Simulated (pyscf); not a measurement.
1,1-elimination: H₃Ge–O–GeH₃ → germylene (GeH₂) [singlet] + HO–GeH₃

Gas phase, singlet surface, charge 0. Bonds broken: Ge1–O2, Ge1–H4. Bonds formed: O2–H4. Optimised with ωB97X-D3(BJ)/def2-SVP in PySCF.

Transition state (Å):

```xyz
9

Ge    -1.5790     1.8364     0.7237
O     -1.0450    -0.0536     0.4165
Ge    -0.0446    -0.5517    -0.9892
H     -2.2992     0.4321     0.3216
H     -0.9483     2.1982     2.0891
H     -0.7361     2.6179    -0.3214
H      0.0897    -2.0787    -0.9441
H     -0.7518    -0.0995    -2.2783
H      1.3114     0.1547    -0.8373
```

One imaginary mode, 1611i cm⁻¹; descent along it reached the two sides named, in the forms told below.

```csv
bond,change,reactant side (Å),saddle,product side
Ge1–O2,breaks,1.775,1.988,2.144
Ge1–H4,breaks,1.540,1.629,2.7
O2–H4,forms,2.7,1.348,0.965
```

Electronic energies relative to the reactant's lowest minimum found (kcal/mol):

```json
[
 {"level": "ωB97X-D3(BJ)/def2-TZVP", "barrier": "64.1", "reaction energy": "+51.9", "reverse barrier": "12.3"},
 {"level": "PBE/def2-TZVP", "barrier": "50.8", "reaction energy": "+44.4", "reverse barrier": "6.4"},
 {"level": "r²SCAN/def2-TZVP", "barrier": "56.5", "reaction energy": "+51.1", "reverse barrier": "5.4"},
 {"level": "B3LYP-D3(BJ)/def2-TZVP", "barrier": "57.8", "reaction energy": "+45.0", "reverse barrier": "12.8"},
 {"level": "PBE0-D3(BJ)/def2-TZVP", "barrier": "58.4", "reaction energy": "+48.7", "reverse barrier": "9.7"},
 {"level": "M06-2X/def2-TZVP", "barrier": "63.4", "reaction energy": "+50.2", "reverse barrier": "13.2"},
 {"level": "ωB97M-D3(BJ)/def2-TZVP", "barrier": "60.8", "reaction energy": "+44.8", "reverse barrier": "16.1"},
 {"level": "HF/def2-TZVP", "barrier": "80.5", "reaction energy": "+45.7", "reverse barrier": "34.9"}
]
```

With ωB97M-D3(BJ)/def2-TZVP energies and thermal terms (ideal gas, 1 atm, RRHO with modes under 100 cm⁻¹ raised to 100, one conformer, R ln 2 for chiral ones without a mode under 150 cm⁻¹), in kcal/mol:

| T (K) | ΔH‡ | ΔG‡ | ΔH | ΔG |
|---|---|---|---|---|
| 298 | 58.6 | 58.3 | +43.5 | +32.3 |
| 600 | 58.5 | 58.0 | +43.1 | +21.0 |
| 900 | 58.1 | 57.8 | +42.2 | +10.2 |
| 1200 | 57.7 | 57.7 | +41.1 | -0.3 |

On the product side the descent ends in an adduct with a Ge–O contact, 20.9 kcal/mol under the separated species and 33.2 kcal/mol under the saddle at ωB97X-D3(BJ)/def2-TZVP. What is counted as broken (Ge–O) persists as a longer contact in the product adduct; parting that adduct is a step of its own. This is the saddle that the search found; another between the same sides may lie lower. Elements up to Kr have no core potential and no relativistic terms here.
